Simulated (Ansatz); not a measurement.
`NC(F)([SiH3])S` + `F[SiH2]N[SiH3]` → `F[SiH2]N([SiH3])[SiH3]` + `NC(F)S`  (ligand exchange at the Si–C bond)

Isolated molecules relaxed with PBE0-D4/def2-TZVP in Ansatz; ΔE leaves out vibrations. CCSD(T)/CBS is the MP2 limit (def2-TZVPP, def2-QZVPP) plus CCSD(T) − MP2 in def2-TZVPP, frozen cores. This one scheme is used for every species. Functionals use def2-TZVPP. One conformer a species, not always the lowest.

`NC(F)([SiH3])S`:

Z-matrix (Å, degrees):
```
C
F 1 1.417
Si 1 1.910 2 107.2
N 1 1.399 2 112.7 3 124.9
S 1 1.830 2 102.4 3 -116.2
H 3 1.490 1 108.8 2 74.1
H 3 1.480 1 108.7 2 -46.2
H 3 1.483 1 108.4 2 -166.9
H 4 1.012 1 113.0 2 -66.1
H 4 1.013 1 112.8 2 61.0
H 5 1.342 1 94.7 2 -172.6
```

`F[SiH2]N[SiH3]`:

Cartesian coordinates in Å:
```
F 0.254 -0.765 2.426
Si -0.702 -0.759 1.141
N 0.159 -0.536 -0.315
Si 0.599 0.955 -1.080
H -1.365 -2.082 1.120
H -1.637 0.372 1.320
H 0.543 -1.376 -0.727
H 2.070 1.174 -1.068
H -0.071 2.039 -0.320
H 0.150 0.977 -2.498
```

`F[SiH2]N([SiH3])[SiH3]`:

Z-matrix (Å, degrees):
```
Si
N 1 1.713
F 1 1.599 2 111.2
H 1 1.482 2 108.1 3 117.5
H 1 1.479 2 111.1 3 -118.1
Si 2 1.743 1 121.3 3 75.7
Si 2 1.744 1 119.9 3 -101.8
H 6 1.486 2 110.4 1 126.0
H 6 1.485 2 111.2 1 -113.8
H 6 1.485 2 107.6 1 6.2
H 7 1.487 2 107.3 1 166.0
H 7 1.486 2 111.5 1 -74.8
H 7 1.485 2 110.6 1 46.2
```

`NC(F)S`:

Cartesian coordinates in Å:
```
N 0.804 0.632 0.727
C -0.031 -0.342 0.152
F 0.712 -1.436 -0.234
S -0.907 0.303 -1.316
H 1.269 1.223 0.052
H 0.348 1.178 1.441
H -0.755 -0.691 0.889
H -1.439 -0.867 -1.710
```

CCSD(T)/CBS gives -0.68 eV.

Question: Another level gave -0.66 eV. Which?
A. LC-ωPBE/def2-TZVPP
B. MP2/def2-TZVPP
C. LDA (SPW92)/def2-TZVPP
D. BLYP-D4/def2-TZVPP

Answer: A. LC-ωPBE -0.66, BLYP-D4 -0.61, LDA (SPW92) -0.56, MP2/def2-TZVPP -0.72 eV.

Largest T1 diagnostic among the species: 0.013.

From PBE to PBE0 (25 % exact exchange), in def2-TZVPP and without D4, ΔE moves by −0.08 eV. At CCSD(T), def2-SVP lies +0.07 eV from the extrapolated value and def2-TZVPP −0.02 eV. In def2-TZVPP, CCSD(T) changes the Hartree–Fock value by +0.12 eV (the triples alone add +0.02 eV) and MP2 by +0.10 eV.
